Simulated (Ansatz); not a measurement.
```yaml
crystal:
  periodic: [false, false, false]
  atoms:
    - {symbol: F, position_ang: [-1.270514, 1.448143, 1.907096]}
    - {symbol: In, position_ang: [0.335162, 0.340932, 1.754586]}
    - {symbol: S, position_ang: [-0.708898, -1.667367, 0.538513]}
    - {symbol: In, position_ang: [0.390128, -0.770152, -1.603760]}
    - {symbol: F, position_ang: [-1.199495, 0.012020, -2.433626]}
    - {symbol: S, position_ang: [1.270196, 1.335113, -0.422452]}
    - {symbol: H, position_ang: [1.448942, 0.001412, 2.987928]}
    - {symbol: H, position_ang: [-1.815795, -0.942999, 0.280764]}
    - {symbol: H, position_ang: [1.536530, -1.767052, -2.357990]}
    - {symbol: H, position_ang: [0.097044, 1.958950, -0.648059]}
basis:
  gaussian: {orbitals: "6-311G**"}
hamiltonian: {xc: {name: PBEsol}, dispersion: d3bjatm}
output: {forces: true}
```

```sh
$ ansatz run in.yaml --threads 4 --pin off --events-out ev --progress --plain --max-ram 11315MiB
```

Task: How does Ansatz answer? (Estimate.)

Result: The calculation gave: The program refused the input.
```
Error: <dir> can't be read: No such file or directory (os error 2)
```
